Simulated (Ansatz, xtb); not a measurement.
**Two structures of CuFOTe**

Structure a is a triplet given by its coordinates and structure b is a singlet given by its coordinates. Both are isolated molecules in the gas phase, relaxed with r2SCAN-D4/def2-SVP.

a (Å):

| atom | x (Å) | y (Å) | z (Å) |
| --- | --- | --- | --- |
| Cu | -1.1234 | -1.1707 | -2.3746 |
| F | -2.4584 | -1.3845 | -1.2887 |
| O | 0.2494 | -1.0623 | -3.5680 |
| Te | 0.7566 | 0.6764 | -2.8420 |

Close contacts (Å): Cu1–F2 1.73, Cu1–O3 1.82, Cu1–Te4 2.68, O3–Te4 1.95.

b (Å):

```xyz
4

Cu   -1.0824   -1.1675   -2.4104
F    -2.3936   -1.3013   -1.2914
O     0.2656   -1.1065   -3.6133
Te    0.6345    0.6342   -2.7583
```

Close contacts (Å): Cu1–F2 1.73, Cu1–O3 1.81, Cu1–Te4 2.51, O3–Te4 1.97.

**Question.** Estimate which is lower in electronic energy at CCSD(T)/def2-TZVP, and by roughly how much.

**Answer.** The CCSD(T)/def2-TZVP calculation puts structure a lower, by 22.1 kJ/mol.

The same difference at several levels:

```json
{"level": "r2SCAN-D4/def2-SVP", "geometry": "r2SCAN-D4/def2-SVP", "E(b) − E(a) (kJ/mol)": "+54.2", "departure from the last row (kJ/mol)": "+32.1", "job, with rough time for the two": "optimisation, 89 s"}
{"level": "HF/def2-TZVP", "geometry": "r2SCAN-D4/def2-SVP", "E(b) − E(a) (kJ/mol)": "+296.3", "departure from the last row (kJ/mol)": "+274.2", "job, with rough time for the two": "part of the CCSD(T) run"}
{"level": "MP2/def2-TZVP", "geometry": "r2SCAN-D4/def2-SVP", "E(b) − E(a) (kJ/mol)": "−227.7", "departure from the last row (kJ/mol)": "−249.8", "job, with rough time for the two": "part of the CCSD(T) run"}
{"level": "CCSD(T)/def2-TZVP", "geometry": "r2SCAN-D4/def2-SVP", "E(b) − E(a) (kJ/mol)": "+22.1", "departure from the last row (kJ/mol)": "", "job, with rough time for the two": "single point, 9.2 min"}
```

MP2/def2-TZVP puts the two in the other order. The largest departure from CCSD(T)/def2-TZVP is that of HF/def2-TZVP, 274.2 kJ/mol. Levels run at GFN2-xTB geometries aren't shown.

With harmonic frequencies from r2SCAN-D4/def2-SVP (ideal gas, rigid rotor, one conformer each, 298.15 K, 1 atm): the zero-point term adds +0.7 kJ/mol; ΔH is +22.4 and ΔG +26.6 kJ/mol.

The T1 diagnostic of structures a and b is large, so the coupled-cluster value is less sure. Open shells are spin-unrestricted. The closed-shell singlet above a triplet ground state is poorly described by one determinant. The correlated steps freeze 11 core orbitals; the filled d shell of Te is correlated; the last core shell of Cu is correlated, in a basis made for valence electrons. Atoms past krypton carry core potentials in the def2 sets and no spin–orbit term is included. ΔG holds the spin degeneracy. Run with Ansatz 0.2.0; the last row on 2 threads of Arm Neoverse V1 on a shared host.
